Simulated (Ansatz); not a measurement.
AsH2(OMe) (CH5AsO). Total charge 0; singlet. Geometry B3LYP-D4/def2-TZVP.

| atom | x (Å) | y (Å) | z (Å) |
| --- | --- | --- | --- |
| As1 | -0.697 | -1.419 | 0.190 |
| H2 | 0.156 | -2.604 | -0.256 |
| H3 | -0.122 | -1.495 | 1.618 |
| O4 | 0.477 | -0.205 | -0.475 |
| C5 | 0.108 | 1.153 | -0.298 |
| H6 | -0.909 | 1.358 | -0.653 |
| H7 | 0.807 | 1.754 | -0.881 |
| H8 | 0.179 | 1.458 | 0.753 |

Estimate the orbital energies around the gap (eV) in Ansatz with HF/STO-3G, r2SCAN-D4/def2-TZVP, PBE0-D4/def2-SVP, PBE0-D4/def2-TZVP, ωB97M-V/def2-TZVP.


```
orbital  HF/STO-3G  r2SCAN-D4/def2-TZVP  PBE0-D4/def2-SVP  PBE0-D4/def2-TZVP  ωB97M-V/def2-TZVP
 HOMO−5     -15.50               -11.34            -12.54             -12.62             -15.14
 HOMO−4     -13.58               -11.03            -12.15             -12.24             -14.62
 HOMO−3     -11.91                -9.24            -10.19             -10.23             -12.50
 HOMO−2     -10.63                -8.35             -9.35              -9.45             -11.79
 HOMO−1      -9.25                -7.13             -8.11              -8.26             -10.60
   HOMO      -7.39                -6.12             -7.03              -7.16              -9.40
   LUMO       9.74                -1.16             -0.20              -0.47               1.48
 LUMO+1      10.82                 0.11              0.91               0.71               2.59
 LUMO+2      14.47                 0.91              1.89               1.17               2.81
 LUMO+3      18.02                 2.27              2.86               2.22               3.72
 LUMO+4      19.05                 3.02              3.99               3.30               4.90
 LUMO+5      19.26                 3.39              4.03               3.46               5.00
```
